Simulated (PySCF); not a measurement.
# Cadmium: a sound run and one with changed settings

Sound run: Cd [Kr] 4d10 5s2, Cd⁺ [Kr] 4d10 5s1. Calculation: PySCF 2.14, in def2-TZVP with the def2 core potential (28 electrons); a scalar-relativistic core potential. In the sound run the correlated levels freeze 4s2 4p6 outside the core potential. The sound run starts from symmetry-adapted Hartree-Fock orbitals and uses a fine grid where one is needed.

Changed run: all electrons correlated in a basis built for the valence shell.

| species | method | sound run (hartree) | changed run (hartree) | converged |
| --- | --- | --- | --- | --- |
| Cd | MP2 | -167.21456 | -167.38112 | yes |
| Cd⁺ | MP2 | -166.90300 | -167.06606 | yes |

Ionisation energy of Cd:

```csv
method,sound run (eV),changed run (eV)
UHF,7.338,7.338
MP2,8.478,8.573
SCS-MP2,8.481,8.549
```

A valence basis has no tight correlating functions, so it recovers only part of the core correlation, and not evenly between atom and ion.

For comparison, NIST gives 8.994 eV between the lowest levels.
